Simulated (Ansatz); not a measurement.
InCl2Br (InBrCl₂). Total charge 0; triplet. Geometry r2SCAN-D4/def2-SVP, that of the neutral singlet.

Cartesian coordinates in Å:
```
In -0.0180 0.0031 0.0052
Cl -0.5072 1.2707 1.8955
Cl -1.7833 -0.8768 -1.2313
Br 2.3085 -0.3970 -0.6695
```

In the def2 sets In takes a core potential; there is no spin–orbit coupling. At PBE-D4/def2-TZVP the gap within one spin of the charge 0 triplet nearly closes, so an electron or hole may be smeared out by delocalisation error. At PBE0-D4/def2-TZVP a singlet of charge 0 lies 4.42 eV below the triplet at the same geometry.

(1) Estimate the α-spin orbital energies around the gap (eV) in Ansatz with PBE-D4/def2-TZVP, r2SCAN-D4/def2-TZVP, PBE0-D4/def2-TZVP.

Answers

(1) 
```json
{"orbital": "HOMO−5", "PBE-D4/def2-TZVP": "-8.58", "r2SCAN-D4/def2-TZVP": "-8.98", "PBE0-D4/def2-TZVP": "-10.31"}
{"orbital": "HOMO−4", "PBE-D4/def2-TZVP": "-8.49", "r2SCAN-D4/def2-TZVP": "-8.90", "PBE0-D4/def2-TZVP": "-9.65"}
{"orbital": "HOMO−3", "PBE-D4/def2-TZVP": "-8.45", "r2SCAN-D4/def2-TZVP": "-8.85", "PBE0-D4/def2-TZVP": "-9.53"}
{"orbital": "HOMO−2", "PBE-D4/def2-TZVP": "-8.18", "r2SCAN-D4/def2-TZVP": "-8.58", "PBE0-D4/def2-TZVP": "-9.45"}
{"orbital": "HOMO−1", "PBE-D4/def2-TZVP": "-8.16", "r2SCAN-D4/def2-TZVP": "-8.53", "PBE0-D4/def2-TZVP": "-9.28"}
{"orbital": "HOMO", "PBE-D4/def2-TZVP": "-3.97", "r2SCAN-D4/def2-TZVP": "-4.11", "PBE0-D4/def2-TZVP": "-4.76"}
{"orbital": "LUMO", "PBE-D4/def2-TZVP": "-2.50", "r2SCAN-D4/def2-TZVP": "-2.59", "PBE0-D4/def2-TZVP": "-1.90"}
{"orbital": "LUMO+1", "PBE-D4/def2-TZVP": "-0.21", "r2SCAN-D4/def2-TZVP": "0.20", "PBE0-D4/def2-TZVP": "0.37"}
{"orbital": "LUMO+2", "PBE-D4/def2-TZVP": "-0.10", "r2SCAN-D4/def2-TZVP": "0.37", "PBE0-D4/def2-TZVP": "0.53"}
{"orbital": "LUMO+3", "PBE-D4/def2-TZVP": "1.21", "r2SCAN-D4/def2-TZVP": "1.90", "PBE0-D4/def2-TZVP": "1.66"}
{"orbital": "LUMO+4", "PBE-D4/def2-TZVP": "1.43", "r2SCAN-D4/def2-TZVP": "1.94", "PBE0-D4/def2-TZVP": "2.06"}
{"orbital": "LUMO+5", "PBE-D4/def2-TZVP": "1.54", "r2SCAN-D4/def2-TZVP": "2.08", "PBE0-D4/def2-TZVP": "2.15"}
{"orbital": "β HOMO", "PBE-D4/def2-TZVP": "-7.92", "r2SCAN-D4/def2-TZVP": "-8.15", "PBE0-D4/def2-TZVP": "-8.72"}
{"orbital": "β LUMO", "PBE-D4/def2-TZVP": "-7.84", "r2SCAN-D4/def2-TZVP": "-8.06", "PBE0-D4/def2-TZVP": "-7.67"}
```
